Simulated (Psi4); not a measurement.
C2H6BFOS (SMILES COB(F)SC), singlet, geometry from GFN2-xTB; Psi4 1.11 with PBE0/def2-SV(P).

The Psi4 input:
```
memory 2 GB

molecule {
0 1
  B     0.09625534    0.55453098    0.15324849
  F     0.36783104    1.80569018    0.54577562
  O    -0.87792131    0.30205703   -0.72020078
  C    -1.70873040    1.28402013   -1.31164940
  H    -1.44480338    2.28627472   -0.97201100
  H    -1.59273440    1.21738078   -2.39443991
  H    -2.74205358    1.06178613   -1.04061128
  S     1.06619614   -0.80562147    0.82013320
  C     0.29126752   -2.22279546   -0.03289692
  H    -0.76178946   -2.26322690    0.22249887
  H     0.80318720   -3.11194371    0.31705260
  H     0.41544713   -2.10799815   -1.10395925
}

set basis def2-sv(p)

energy('pbe0')
print_variables()
```

Task: Write the output that Psi4 gives for this input, abridged.

Result: 
```
   => Loading Basis Set <=

    Name: DEF2-SV(P)
    Role: ORBITAL
    Keyword: BASIS

         ---------------------------------------------------------
                                   SCF
               by Justin Turney, Rob Parrish, Andy Simmonett
                          and Daniel G. A. Smith
                              RKS Reference
         ---------------------------------------------------------

  ==> Geometry <==

    Molecular point group: c1
    Full point group: C1

    Geometry (in Angstrom), charge = 0, multiplicity = 1:

       Center              X                  Y                   Z               Mass
    ------------   -----------------  -----------------  -----------------  -----------------
         B            0.043301345315     0.505667088242     0.101287570056    11.009305360000
         F            0.314877045315     1.756826288242     0.493814700056    18.998403162730
         O           -0.930875304685     0.253193138242    -0.772161699944    15.994914619570
         C           -1.761684394685     1.235156238242    -1.363610319944    12.000000000000
         H           -1.497757374685     2.237410828242    -1.023971919944     1.007825032230
         H           -1.645688394685     1.168516888242    -2.446400829944     1.007825032230
         H           -2.795007574685     1.012922238242    -1.092572199944     1.007825032230
         S            1.013242145315    -0.854485361758     0.768172280056    31.972071174400
         C            0.238313525315    -2.271659351758    -0.084857839944    12.000000000000
         H           -0.814743454685    -2.312090791758     0.170537950056     1.007825032230
         H            0.750233205315    -3.160807601758     0.265091680056     1.007825032230
         H            0.362493135315    -2.156862041758    -1.155920169944     1.007825032230

  Running in c1 symmetry.

  Rotational constants: A =      0.15068  B =      0.06716  C =      0.04729 [cm^-1]
  Rotational constants: A =   4517.24464  B =   2013.40246  C =   1417.66140 [MHz]
  Nuclear repulsion =  291.538836783309137

  Charge       = 0
  Multiplicity = 1
  Electrons    = 56
  Nalpha       = 28
  Nbeta        = 28

  ==> Algorithm <==

  SCF Algorithm Type is DF.
  DIIS enabled.
  MOM disabled.
  Fractional occupation disabled.
  Guess Type is SAD.
  Energy threshold   = 1.00e-06
  Density threshold  = 1.00e-06
  Integral threshold = 1.00e-12

  ==> Primary Basis <==

  Basis Set: DEF2-SV(P)
    Blend: DEF2-SV(P)
    Number of shells: 50
    Number of basis functions: 100
    Number of Cartesian functions: 106
    Spherical Harmonics?: true
    Max angular momentum: 2

  ==> DFT Potential <==

   => LibXC <=

    Version 7.1.2
    S. Lehtola, C. Steigemann, M. J. T. Oliveira, and M. A. L. Marques,  SoftwareX 7, 1–5 (2018) (10.1016/j.softx.2017.11.002)

   => Composite Functional: PBE0 <=

    PBE0 Hyb-GGA Exchange-Correlation Functional

    C. Adamo and V. Barone,  J. Chem. Phys. 110, 6158 (1999) (10.1063/1.478522)
    M. Ernzerhof and G. E. Scuseria,  J. Chem. Phys. 110, 5029 (1999) (10.1063/1.478401)

    Deriv               =              1
    GGA                 =           TRUE
    Meta                =          FALSE

    Exchange Hybrid     =           TRUE
    MP2 Hybrid          =          FALSE

   => Exchange Functionals <=

    0.7500   Perdew, Burke & Ernzerhof

   => Exact (HF) Exchange <=

    0.2500               HF

   => Correlation Functionals <=

    1.0000   Perdew, Burke & Ernzerhof

   => LibXC Density Thresholds  <==

    XC_HYB_GGA_XC_PBEH:  1.00E-15

   => Molecular Quadrature <=

    Radial Scheme          =       TREUTLER
    Pruning Scheme         =           NONE
    Nuclear Scheme         =       TREUTLER

    Blocking Scheme        =         OCTREE
    BS radius alpha        =              1
    Pruning alpha          =              1
    Radial Points          =             75
    Spherical Points       =            302
    Total Points           =         256457
    Total Blocks           =           1934
    Max Points             =            256
    Max Functions          =             97
    Weights Tolerance      =       1.00E-15

   => Loading Basis Set <=

    Name: (DEF2-SV(P) AUX)
    Role: JKFIT
    Keyword: DF_BASIS_SCF

  ==> Integral Setup <==

  SCF_SUBTYPE=INCORE selected. In-core MEM_DF algorithm will be used.
  Using in-core AOs.

  ==> MemDFJK: Density-Fitted J/K Matrices <==

    J tasked:                   Yes
    K tasked:                   Yes
    wK tasked:                   No
    Algorithm:                 Core
    Schwarz Cutoff:           1E-12
    Mask sparsity (%):       2.4600
    Fitting Condition:        1E-10

   => Auxiliary Basis Set <=

  Basis Set: (DEF2-SV(P) AUX)
    Blend: DEF2-UNIVERSAL-JKFIT
    Number of shells: 199
    Number of basis functions: 615
    Number of Cartesian functions: 728
    Spherical Harmonics?: true
    Max angular momentum: 4

  Minimum eigenvalue in the overlap matrix is 6.8751859816E-03.
  Reciprocal condition number of the overlap matrix is 1.3052173865E-03.
    Using symmetric orthogonalization.

  ==> Pre-Iterations <==

  SCF Guess: Superposition of Atomic Densities via on-the-fly atomic UHF (no occupation information).

   -------------------------
    Irrep   Nso     Nmo
   -------------------------
     A        100     100
   -------------------------
    Total     100     100
   -------------------------

  ==> Iterations <==

                           Total Energy        Delta E     RMS |[F,P]|

   @DF-RKS iter SAD:  -676.61917301112624   -6.76619e+02   0.00000e+00
   @DF-RKS iter   1:  -677.01152215831678   -3.92349e-01   7.46187e-03 ADIIS/DIIS
   @DF-RKS iter   2:  -676.90314200345449    1.08380e-01   9.00953e-03 ADIIS/DIIS
   @DF-RKS iter   3:  -677.25844354384208   -3.55302e-01   1.52274e-03 ADIIS/DIIS
   @DF-RKS iter   4:  -677.26765664984282   -9.21311e-03   3.72105e-04 ADIIS/DIIS
   @DF-RKS iter   5:  -677.26810686265492   -4.50213e-04   1.27146e-04 ADIIS/DIIS
   @DF-RKS iter   6:  -677.26817385154959   -6.69889e-05   2.69030e-05 DIIS
   @DF-RKS iter   7:  -677.26817685870139   -3.00715e-06   6.68931e-06 DIIS
   @DF-RKS iter   8:  -677.26817705054566   -1.91844e-07   1.51415e-06 DIIS
   @DF-RKS iter   9:  -677.26817706006614   -9.52048e-09   5.10139e-07 DIIS
  Energy and wave function converged.

  ==> Post-Iterations <==

   Electrons on quadrature grid:
      Ntotal   =   56.0000411232 ; deviation = 4.112e-05

    Orbital Energies [Eh]
    ---------------------

    Doubly Occupied:

       1A    -88.990422     2A    -24.769645     3A    -19.236276
       4A    -10.286697     5A    -10.248992     6A     -7.992421
       7A     -6.867277     8A     -5.934341     9A     -5.929892
      10A     -5.926359    11A     -1.215188    12A     -1.067955
      13A     -0.799750    14A     -0.729571    15A     -0.658364
      16A     -0.564636    17A     -0.540302    18A     -0.504110
      19A     -0.497715    20A     -0.458533    21A     -0.447001
      22A     -0.442732    23A     -0.441023    24A     -0.381909
      25A     -0.355569    26A     -0.344738    27A     -0.320299
      28A     -0.255107

    Virtual:

      29A      0.046707    30A      0.049944    31A      0.067002
      32A      0.104106    33A      0.128273    34A      0.134244
      35A      0.135000    36A      0.140444    37A      0.155606
      38A      0.180328    39A      0.224349    40A      0.250814
      41A      0.304481    42A      0.312134    43A      0.426405
      44A      0.428733    45A      0.448617    46A      0.488320
      47A      0.501668    48A      0.507066    49A      0.527587
      50A      0.548336    51A      0.604934    52A      0.639689
      53A      0.671659    54A      0.688463    55A      0.692007
      56A      0.696646    57A      0.708639    58A      0.731574
      59A      0.737267    60A      0.746771    61A      0.760892
      62A      0.793935    63A      0.801597    64A      0.853290
      65A      0.864562    66A      1.041024    67A      1.062359
      68A      1.133254    69A      1.138416    70A      1.186025
      71A      1.216440    72A      1.248505    73A      1.327366
      74A      1.370324    75A      1.447851    76A      1.463101
      77A      1.482071    78A      1.656474    79A      1.687329
      80A      1.701091    81A      1.726943    82A      1.740965
      83A      1.775852    84A      1.964811    85A      2.068610
      86A      2.091396    87A      2.131126    88A      2.142169
      89A      2.143225    90A      2.190840    91A      2.786954
      92A      2.865385    93A      2.919486    94A      3.107866
      95A      3.117741    96A      3.272795    97A      3.352488
      98A      3.386410    99A      3.574169   100A      3.833953

    Final Occupation by Irrep:
              A
    DOCC [    28 ]
    NA   [    28 ]
    NB   [    28 ]

  @DF-RKS Final Energy:  -677.26817706006614

   => Energetics <=

    Nuclear Repulsion Energy =            291.5388367833091365
    One-Electron Energy =               -1512.0829200951459370
    Two-Electron Energy =                 589.8691300419749268
    DFT Exchange-Correlation Energy =     -46.5932237902042559
    Empirical Dispersion Energy =           0.0000000000000000
    VV10 Nonlocal Energy =                  0.0000000000000000
    Total Energy =                       -677.2681770600661366

Computation Completed

Properties will be evaluated at   0.000000,   0.000000,   0.000000 [a0]

Properties computed using the SCF density matrix

 Multipole Moments:

 ------------------------------------------------------------------------------------
     Multipole            Electronic (a.u.)      Nuclear  (a.u.)        Total (a.u.)
 ------------------------------------------------------------------------------------

 L = 1.  Multiply by 2.5417464519 to convert [e a0] to [Debye]
 Dipole X            :          4.8028701           -5.6038385           -0.8009684
 Dipole Y            :          5.0254783           -5.1710046           -0.1455264
 Dipole Z            :          4.7881235           -5.4987467           -0.7106232
 Magnitude           :                                                    1.0806080

 ------------------------------------------------------------------------------------

  Variable Map:
  ----------------------------------------------------------------------------
  "CURRENT ENERGY"              =>    -677.268177060066
  "CURRENT REFERENCE ENERGY"    =>    -677.268177060066
  "DD SOLVATION ENERGY"         =>       0.000000000000
  "DFT FUNCTIONAL TOTAL ENERGY" =>    -677.268177060066
  "DFT TOTAL ENERGY"            =>    -677.268177060066
  "DFT VV10 ENERGY"             =>       0.000000000000
  "DFT XC ENERGY"               =>     -46.593223790204
  "GRID ELECTRONS ALPHA"        =>      28.000020561614
  "GRID ELECTRONS BETA"         =>      28.000020561614
  "GRID ELECTRONS TOTAL"        =>      56.000041123228
  "NUCLEAR REPULSION ENERGY"    =>     291.538836783309
  "ONE-ELECTRON ENERGY"         =>   -1512.082920095146
  "PCM POLARIZATION ENERGY"     =>       0.000000000000
  "PE ENERGY"                   =>       0.000000000000
  "SCF ITERATION ENERGY"        =>    -677.268177060066
  "SCF ITERATIONS"              =>       9.000000000000
  "SCF TOTAL ENERGY"            =>    -677.268177060066
  "TWO-ELECTRON ENERGY"         =>     589.869130041975
  "XC GRID RADIAL POINTS"       =>      75.000000000000
  "XC GRID SPHERICAL POINTS"    =>     302.000000000000
  "XC GRID TOTAL POINTS"        =>  256457.000000000000

  Array Variable Map:
  ----------------------------------------------------------------------------
  "CURRENT DIPOLE"              =>      -0.800968433277 ... -0.710623180985 1 by 3
  "SCF DIPOLE"                  =>      -0.800968433277 ... -0.710623180985 1 by 3
  "SCF TOTAL ENERGIES"          =>    -676.619173011126 ... -677.268177060066 1 by 10
```
